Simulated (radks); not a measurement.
Results of a calculation; reference values are marked as such.
Q: Neutral neon, [Ne]. Code: a radial shooting solver on a logarithmic mesh with Libxc functionals. Model: non-relativistic Kohn-Sham, exchange-only LDA, spin-polarised, spherical densities, point nucleus. Every spin shell is full or empty, so the densities are truly spherical. Functionals are evaluated on that one density, not self-consistently. Rank these exchange functionals by their error against the exact value of the orbitals, and give that value: LDA, PBE, PW91, OPTX, AM05, B86b, APBE, Tao-Mo.

A: Exact: -11.9739 hartree. From best to worst, with 100 (|E| - |E exact|)/|E exact| (equal figures are ties): PBE -0.08, PW91 +0.32, OPTX +0.34, Tao-Mo +0.60, B86b +0.61, APBE +1.19, AM05 -7.32, LDA -8.66.
